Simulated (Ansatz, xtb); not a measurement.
Two isomers of C5H7BO

Structure X: `CC1=CC=CB1O`, a singlet. Structure Y: `CB1C=CC(O)=C1`, a singlet. Both are isolated molecules in the gas phase, relaxed with r2SCAN-D4/def2-SVP; the shapes shown needn't be the lowest conformers.

X (Å):

```xyz
14

C    -0.9889   -0.3451   -1.5261
C     0.2329   -0.0163   -0.7398
C     0.2915    0.6068    0.4598
C     1.7010    0.7674    0.9497
C     2.6221    0.2599    0.0978
B     1.7628   -0.3091   -1.1029
O     2.1531   -0.9286   -2.2399
H    -1.0629   -1.4318   -1.7094
H    -0.9543    0.1201   -2.5272
H    -1.9140   -0.0169   -1.0258
H    -0.5675    0.9679    1.0393
H     1.9173    1.2541    1.9089
H     3.6977    0.2887    0.2919
H     3.1123   -1.0270   -2.3056
```

Y (Å):

```xyz
14

C    -1.2222   -0.8309   -1.2786
C     0.4099    0.7466    0.3987
C     1.7326    0.9724    0.4415
C     2.4298    0.1969   -0.6536
C     1.5789   -0.5400   -1.4213
B     0.1716   -0.2805   -0.8420
O     3.7587    0.2753   -0.7957
H    -1.8976    0.0127   -1.5167
H    -1.7074   -1.3409   -0.4249
H    -1.2056   -1.5194   -2.1359
H    -0.2991    1.2022    1.0967
H     2.2874    1.6128    1.1416
H     4.1204    0.8670   -0.1206
H     1.9237   -1.1558   -2.2535
```

**Question.** Estimate which is lower in electronic energy at CCSD(T)/def2-SVP + ΔMP2/def2-TZVPP, and by roughly how much.

**Answer.** The CCSD(T)/def2-SVP + ΔMP2/def2-TZVPP calculation puts structure X lower, by 1.477 eV.

The same difference at several levels:

```
                             level            geometry  E(Y) − E(X) (eV)  departure from the last row (eV)  job, with rough time for the two
                          GFN2-xTB            GFN2-xTB              +1.301                            −0.176               optimisation, 0.3 s
                         HF/STO-3G            GFN2-xTB              +1.479                            +0.002              single point, 0.38 s
      r2SCAN-D4/def2-SVP//GFN2-xTB            GFN2-xTB              +1.366                            −0.112               single point, 3.8 s
                r2SCAN-D4/def2-SVP  r2SCAN-D4/def2-SVP              +1.391                            −0.086                optimisation, 55 s
                       HF/def2-SVP  r2SCAN-D4/def2-SVP              +1.534                            +0.057           part of the CCSD(T) run
                      MP2/def2-SVP  r2SCAN-D4/def2-SVP              +1.618                            +0.140           part of the CCSD(T) run
                  CCSD(T)/def2-SVP  r2SCAN-D4/def2-SVP              +1.604                            +0.126                      single point
CCSD(T)/def2-SVP + ΔMP2/def2-TZVPP  r2SCAN-D4/def2-SVP              +1.477                                                  single point, 50 s
```

As drawn, Y has 1 C–B, 1 C–O in place of 1 C–C, 1 B–O.

None of the levels shown reverses the order. The largest departure from CCSD(T)/def2-SVP + ΔMP2/def2-TZVPP is that of GFN2-xTB, 0.176 eV. The last row adds to CCSD(T) the change of the MP2 difference between the two basis sets, here −0.126 eV.

With thermal terms from frequencies at re-optimised GFN2-xTB minima (ideal gas, soft modes damped towards free rotors, one conformer each, 298.15 K, 1 atm): on the last row, ΔE + ΔZPE = +1.430, ΔH = +1.442, ΔG = +1.413 eV.

The correlated steps freeze 7 core orbitals. Codes used: Ansatz 0.2.0, xtb 6.7.1; the last row on 2 threads of Intel(R) Xeon(R) 6975P-C (Granite Rapids) on a shared host.
